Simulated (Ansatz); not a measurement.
Two isomers of C2H7BFGa: A = `B[CH2][Ga]([CH3])[F]`, B = `C[BH][Ga]([CH3])[F]`.

Calculated with Ansatz (gas phase, PBE0-D4/def2-TZVP geometries, no zero-point term in ΔE). CBS: MP2 limit from def2 TZ/QZ plus the TZ coupled-cluster correction, frozen cores. Functionals use def2-TZVPP. B3LYP here is the variant with VWN-RPA as its local correlation; programs differ in this. For Ga outer-core shells are correlated without core-valence functions, which leaves a few kJ/mol of doubt a bond. Scalar relativity is left out up to krypton. One conformer a species, not always the lowest.

Q: Which is lower in electronic energy at CCSD(T)/CBS, and by how much? (Estimate.)

A: Computed: A, by 9.9 kcal/mol.

Q: Give E(B) − E(A) in kcal/mol with B3LYP, CCSD(T)/def2-TZVPP, r2SCAN-D4, PBE0-D4, ωB97M-V, HF/def2-TZVPP, MP2/def2-TZVPP. (An estimate is asked.)

A: The calculation gave: B3LYP 8.1, CCSD(T)/def2-TZVPP 10.4, r2SCAN-D4 9.2, PBE0-D4 8.6, ωB97M-V 9.5, HF/def2-TZVPP 8.7, MP2/def2-TZVPP 12.1. None reverses the order clearly.

Largest T1 diagnostic: 0.013.

In def2-TZVPP, CCSD(T) changes the Hartree–Fock value by +1.7 kcal/mol (the triples alone add +0.5 kcal/mol) and MP2 by +3.3 kcal/mol.
